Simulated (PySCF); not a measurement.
## PSe⁺: from constants to spectrum

RHF-CCSD(T) constants of PSe⁺, ¹Σ⁺ (singlet), closed shell (P def2-SVP, Se def2-SVP; no relativity (PySCF 2.14); masses 30.9738 and 79.9165 u):

- ωe: 622.7 cm⁻¹
- ωexe: 2.17 cm⁻¹
- Be: 0.18982 cm⁻¹
- αe: 0.000809 cm⁻¹
- De to P + Se⁺: 4.69 eV

Task: What force constant and bond length do these constants imply?

Result: Reduced mass μred = 22.322 u; k = 5.8918×10⁻⁷·μred·ωe² (u, cm⁻¹, mdyn/Å) = 5.10 mdyn/Å; Re = √(16.8576/(μred·Be)) (u, cm⁻¹, Å) = 1.995 Å.

Task: Estimate the centrifugal constant D from the Kratzer relation and find the Dunham coefficient a1.

Result: D = 4Be³/ωe² = 7.06e-08 cm⁻¹; a1 = −1 − αeωe/(6Be²) = -3.33.

Correlated steps freeze 14 core orbitals. Correlated levels converge slowly with the basis: in double zeta they bind strong bonds too weakly, by up to about 1 eV, and carry superposition errors of some tenths. For an ion De counts to the pair picked by the measured ionisation energies or electron affinities, which need not be the lowest pair at this level. Where the molecule has an RHF reference, its open-shell atoms are computed with UHF.
